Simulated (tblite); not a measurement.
Run record: tight-binding relaxation, `CSC1=CC=CC2=CN=NN21`.

Computed with GFN2-xTB geometry optimisation, gas phase (tblite 0.8.0). Start geometry: from a force field or distance geometry. The input is one job of a driver script: a line of settings, then coordinates in Å.

Command:
```bash
OMP_NUM_THREADS=1 python probes_run.py task.json out
```

Input:
```
{"job": {"kind": "relax", "xc": "GFN2-xTB", "basis": "xTB"}, "charge": 0, "multiplicity": 1}
C      3.328800    -0.027200    -0.622400
S      2.168200     0.016000     0.758100
C      0.485700     0.213600     0.293000
C     -0.020300     1.507700     0.178600
C     -1.327900     1.738600    -0.171400
C     -2.173100     0.679600    -0.454100
C     -1.644700    -0.592300    -0.344900
C     -2.257900    -1.811500    -0.550800
N     -1.291800    -2.730300    -0.305500
N     -0.167200    -2.138800     0.039500
N     -0.356200    -0.811300     0.019700
H      4.282300     0.446500    -0.281100
H      2.908500     0.611600    -1.441300
H      3.594700    -1.043200    -0.968600
H      0.666100     2.329400     0.411000
H     -1.711700     2.745700    -0.245000
H     -3.199600     0.851000    -0.737900
H     -3.292800    -1.978700    -0.853200
```

Output:
```
step      E/eV     max force
  0    -830.28799    1.979
  1    -830.50593    1.053
  2    -830.57436    0.645
  3    -830.61745    0.577
  4    -830.64167    0.467
  5    -830.66821    0.456
  6    -830.68759    0.381
  7    -830.71051    0.344
  8    -830.72891    0.307
  9    -830.74432    0.288
... (119 lines left out)
129    -831.03521    0.030
130    -831.03534    0.035
131    -831.03544    0.037
132    -831.03556    0.035
133    -831.03568    0.031
134    -831.03580    0.022
135    -831.03589    0.020
136    -831.03595    0.015
137    -831.03599    0.011
138    -831.03602    0.008
```

«max force» is the largest atomic force in eV/Å.

Q: From which step on does the largest force stay under 0.1 eV/Å, and how much energy is left to gain from there?

A: From step 121 (0.069 eV/Å), 3.2 meV above the end.

In short: energy lowered by 17.2 kcal/mol over 138 steps; largest atomic force 0.008 eV/Å at the end.

Q: Where do the atoms end?

A: 0.643 Å rms from the input after alignment:
```
atom  x, y, z in Å
C1     2.9787   -0.5290   -0.5438
S2     2.2399    0.6466    0.6313
C3     0.5393    0.6668    0.1927
C4    -0.1738    1.8348    0.2666
C5    -1.5522    1.8676   -0.0122
C6    -2.2085    0.7259   -0.3759
C7    -1.4792   -0.4690   -0.4460
C8    -1.7341   -1.8119   -0.7282
N9    -0.6025   -2.4957   -0.5887
N10    0.3560   -1.7096   -0.2428
N11   -0.1243   -0.4711   -0.1485
H12    4.0234   -0.6027   -0.2600
H13    2.8899   -0.1251   -1.5479
H14    2.4795   -1.4893   -0.4589
H15    0.3482    2.7355    0.5434
H16   -2.0770    2.8070    0.0581
H17   -3.2619    0.7099   -0.6015
H18   -2.6501   -2.2843   -1.0140
```

On Arm Neoverse V1, one thread, shared host with 32 logical CPUs at a one-minute load of 10, this took 1.2 s of wall time.
Labels such as C1 count atoms from 1, the log's own numbers from 0.
